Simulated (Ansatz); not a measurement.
`[F][GeH]([F])[SiH3]`. The species carries charge 0 and has multiplicity 1. All single points use the PBE0-D4/def2-TZVP geometry.

```xyz
8

F     0.748   -1.481    1.626
Ge   -0.148   -0.084    1.118
F    -1.805   -0.536    1.360
Si    0.210    0.224   -1.222
H     0.151    1.014    2.150
H     1.648    0.520   -1.439
H    -0.621    1.367   -1.675
H    -0.184   -1.023   -1.917
```

Question: What is the dipole moment at r2SCAN/def2-TZVPP? (Estimate.)

Answer: Ansatz gave: 3.03 D, with components (1.00, 2.19, -1.83) D in this frame, pointing from negative to positive charge.

Question: And with PBE, B3LYP, ωB97M-V? (Estimate.)

Answer: Ansatz gave: PBE 2.91 D, B3LYP 3.14 D, ωB97M-V 3.15 D.

Question: Give the Mulliken charges with r2SCAN, B3LYP, PBE in def2-TZVPP. (Best estimate.)

Answer: The calculation gave: 
```json
{"atom": "F1", "r2SCAN": "-0.37", "B3LYP": "-0.38", "PBE": "-0.33"}
{"atom": "Ge2", "r2SCAN": "0.77", "B3LYP": "0.76", "PBE": "0.72"}
{"atom": "F3", "r2SCAN": "-0.37", "B3LYP": "-0.38", "PBE": "-0.33"}
{"atom": "Si4", "r2SCAN": "0.12", "B3LYP": "0.10", "PBE": "0.03"}
{"atom": "H5", "r2SCAN": "-0.03", "B3LYP": "-0.02", "PBE": "-0.03"}
{"atom": "H6", "r2SCAN": "-0.04", "B3LYP": "-0.03", "PBE": "-0.02"}
{"atom": "H7", "r2SCAN": "-0.04", "B3LYP": "-0.03", "PBE": "-0.02"}
{"atom": "H8", "r2SCAN": "-0.03", "B3LYP": "-0.02", "PBE": "-0.01"}
```

B3LYP here is the variant with VWN-RPA as its local correlation; programs differ in this.
